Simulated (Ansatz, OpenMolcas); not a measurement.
## BBr2F (dibromofluoroborane): the HOMO–LUMO gap, rung by rung

BBr2F: 4 atoms, total charge 0, spin state singlet. As SMILES, `FB(Br)Br`. The shape is that of a PBE0-D4/def2-TZVP optimisation.

```xyz
4

F     1.3166    0.4660    0.3644
B     0.1240    0.0438    0.0342
Br   -0.4830   -1.6294    0.7015
Br   -0.9575    1.1197   -1.1000
```

Each level gives the HOMO–LUMO gap (eV). The values are calculated.

```json
{"level": "r2SCAN/cc-pVDZ", "kind": "meta-GGA", "program": "OpenMolcas", "value (eV)": "5.77", "CPU time": "28 s"}
{"level": "M06-2X/cc-pVDZ", "kind": "hybrid meta-GGA", "program": "OpenMolcas", "value (eV)": "9.46", "CPU time": "29 s"}
{"level": "PBE0/cc-pVDZ", "kind": "global hybrid", "program": "OpenMolcas", "value (eV)": "7.37", "CPU time": "23 s"}
{"level": "r2SCAN0/cc-pVDZ", "kind": "hybrid meta-GGA", "program": "Ansatz", "value (eV)": "7.80", "CPU time": "8.6 s"}
{"level": "HSE06/cc-pVDZ", "kind": "range-separated hybrid", "program": "Ansatz", "value (eV)": "6.59", "CPU time": "4.6 s"}
{"level": "wB97M-V/cc-pVDZ", "kind": "range-separated hybrid", "program": "Ansatz", "value (eV)": "11.71", "CPU time": "27 s"}
{"level": "B2PLYP/cc-pVDZ", "kind": "double hybrid", "program": "Ansatz", "value (eV)": "9.89", "CPU time": "7.2 s"}
{"level": "PBE-QIDH/cc-pVDZ", "kind": "double hybrid", "program": "Ansatz", "value (eV)": "11.41", "CPU time": "5.7 s"}
```

All-electron rows without a relativistic Hamiltonian named are non-relativistic. The values span 5.77 to 11.71 eV. Orbital gaps aren't excitation energies, and those of double hybrids come from the SCF part alone; they tend to grow with the share of exact exchange. CPU times are rough (shared hosts, several kinds of processor and program).
